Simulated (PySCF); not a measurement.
Levels along the 11-electron series

One electron added to the closed shell [Ne]: EOM-EA-CCSD calculated with PySCF 2.14, two-component X2C-1e with screened spin-orbit coupling, each ion in its own even-tempered basis, 1s2 frozen, the virtual space cut to natural spinors and corrected at second order; no Breit or QED terms. Binding energy of 3s1/2 and energies of the other levels above it, in eV.

```
  ion  3s1/2 binding  3p1/2 − 3s1/2  3p3/2 − 3s1/2  3d3/2 − 3s1/2  3d5/2 − 3s1/2  NIST ionisation energy
Ho⁵⁶⁺         5616.0         136.69         373.40         541.43         595.27            5611 ± 5 (t)
Tm⁵⁸⁺         6028.5         142.95         414.53         588.79         650.53            6023 ± 6 (t)
Yb⁵⁹⁺         6241.0         145.99         436.31         613.66         679.67            6236 ± 7 (t)
Lu⁶⁰⁺         6458.8         149.67         460.16         640.72         711.21           6452 ± 10 (t)
Hf⁶¹⁺         6680.3         152.75         484.18         667.88         743.10           6674 ± 12 (t)
Ta⁶²⁺         6906.2         155.61         509.49         696.43         776.58           6900 ± 15 (t)
 W⁶³⁺         7137.7         159.67         536.81         726.93         812.29            7130 ± 7 (s)
Re⁶⁴⁺         7373.1         162.69         564.75         758.14         848.93           7366 ± 24 (t)
Os⁶⁵⁺         7613.0         165.84         593.73         790.65         887.13           7610 ± 30 (t)
```

Estimate the missing row, Er⁵⁷⁺.

The calculation gives 3s1/2 binding 5820.1; 3p1/2 − 3s1/2 139.96; 3p3/2 − 3s1/2 393.45; 3d3/2 − 3s1/2 564.50; 3d5/2 − 3s1/2 622.20. The NIST ionisation energy is 5815 ± 6 (t).

Each ion has its own basis, which adds noise of up to about 0.1 % of the binding energies along the series.

The 3p interval goes from 236.7 to 427.9 eV, as Z to the power 4.70; a hydrogen-like ion gives 4, and the power is higher where the screened charge Z − σ still grows faster than Z or where Zα is large.

NIST values marked (s) are semi-empirical, (t) theoretical.
